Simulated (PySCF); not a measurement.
# Exercise with solution: chemical shift, span and skew from a shielding tensor

C₃H₉NOSi, SMILES N[Si@@H](O)/C=C/C. Atoms are numbered in the order given.

```xyz
15

C      3.0672    -0.4753    -0.4278
C      1.5654    -0.4648    -0.4058
C      0.7953     0.0601     0.5590
Si    -1.0626     0.0261     0.4498
N     -1.6293     1.6500     0.4212
O     -1.5030    -0.8167    -0.9362
H      3.4476     0.0474    -1.3218
H      3.4897     0.0087     0.4658
H      3.4501    -1.5087    -0.4800
H      1.0679    -0.9288    -1.2696
H      1.2900     0.5296     1.4216
H     -1.6878    -0.6636     1.6191
H     -2.6235     1.8513     0.4421
H     -1.1302     2.3347    -0.1371
H     -1.5652    -1.7729    -0.8485
```

The structure is a stationary point at ωB97X-D3(BJ)/def2-SVP. The structure was generated by enumeration; whether it is a known compound was not checked. Other conformers were not sampled.

GIAO shieldings from PySCF with KT2/pcSseg-1, non-relativistic, no solvent. The symmetric part of the tensor of C3 has the principal values -36.2, 67.1, 147.5 ppm. The same nucleus in TMS has σ = 185.1 ppm at this level (PySCF, at its B3LYP-D3(BJ)/def2-TZVP geometry).

Question: Work out the isotropic shielding, the ¹³C shift against TMS, the span and the skew.

Answer: 
σ(iso) = (σ11 + σ22 + σ33)/3 = 59.5 ppm. δ = σ(ref) − σ(iso) = 185.1 − (59.5) = 125.6 ppm.
Span Ω = σ33 − σ11 = 183.7 ppm. Skew κ = 3(σ(iso) − σ22)/Ω = -0.12. Tumbling in solution averages the tensor to δ; in a static solid the shielding alone would spread this spin-1/2 line over Ω.
